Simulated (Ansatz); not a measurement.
`[CH3][SnH2][Cl]` + `N=C=O` → `O=C=[N][SnH2][Cl]` + CH₄ at 500 K and 1 bar (ligand exchange at the Sn–C bond).

Isolated molecules relaxed with PBE0-D4/def2-TZVP in Ansatz; ΔE leaves out vibrations. CCSD(T)/CBS adds triple-zeta CCSD(T) − MP2 to the extrapolated MP2 energy (def2 sets, frozen cores). This one scheme is used for every species. Elements past krypton have def2 core potentials. For Sn outer-core shells are correlated without core-valence functions, which leaves a few kJ/mol of doubt a bond. One conformer a species, not always the lowest.

```
            species  CCSD(T)/CBS energy (Eh)  H − E (kJ/mol)  S (J/(mol·K))
  `[CH3][SnH2][Cl]`               -714.90153           171.8          382.2
            `N=C=O`               -168.51995            77.7          264.2
`O=C=[N][SnH2][Cl]`               -842.98343           116.5          428.8
                CH₄                -40.46206           135.6          206.8
```

H − E and S are ideal-gas, rigid-rotor, harmonic terms from PBE0-D4/def2-TZVP, for one conformer and one mirror image of each species. 1 Eh = 2625.50 kJ/mol, R = 8.31446 J/(mol·K).

Q: By hand: ΔE, ΔH, ΔS and ΔG.

A: ΔE = (-842.98343) + (-40.46206) − (-714.90153) − (-168.51995) = -0.02401 Eh = -63.0 kJ/mol. Δ(H − E) = 116.5 + 135.6 − 171.8 − 77.7 = 2.6, so ΔH = -60.4 kJ/mol. ΔS = 428.8 + 206.8 − 382.2 − 264.2 = -10.8 J/(mol·K). ΔG = -60.4 − 500 × (-10.8)/1000 = -55.0 kJ/mol.

Q: By hand: the equilibrium constant, and the temperature at which ΔG would vanish if ΔH and ΔS stayed fixed.

A: log₁₀ K = −ΔG/(RT ln 10) = 5.7. ΔG = 0 at ΔH/ΔS = 5593 K, far beyond where these terms or the molecules hold.

The number of gas molecules stays the same, so ΔS is small and ΔH decides. A doubt of 5 kJ/mol in ΔE shifts log₁₀ K by 0.5 here. Other conformers and mirror images would add mixing entropy, several J/(mol·K) or more a flexible species. Modes under 60 cm⁻¹, often nearly free rotors, make the harmonic entropy too high. These are equilibria of isolated gas molecules and say nothing of rates. Largest T1 diagnostic: 0.018 (customary marks: 0.02 for closed shells, 0.045 for open ones).
